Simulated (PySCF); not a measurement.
Bonds broken one at a time in the series Ga NH2-H. Isolated molecules, 0 K electronic values unless said otherwise. One relaxed conformer stands for each flexible species; it need not be the lowest. Strings in code marks are SMILES.

Method: r2SCAN-D4/def2-TZVP in PySCF. All candidates: neutral, multiplicity 1. 

The HOMO is -5.60 eV, the HOMO–LUMO gap is 5.47 eV and the LUMO is -0.14 eV.

### Question
Which member has these values?
A. `[GaH3]`
B. `[NH2][GaH2]`
C. `[NH2][GaH][NH2]`

### Answer
C, `[NH2][GaH][NH2]`. The others give `[NH2][GaH2]`: -6.33 eV, 5.15 eV, -1.18 eV; `[GaH3]`: -7.68 eV, 5.38 eV, -2.30 eV
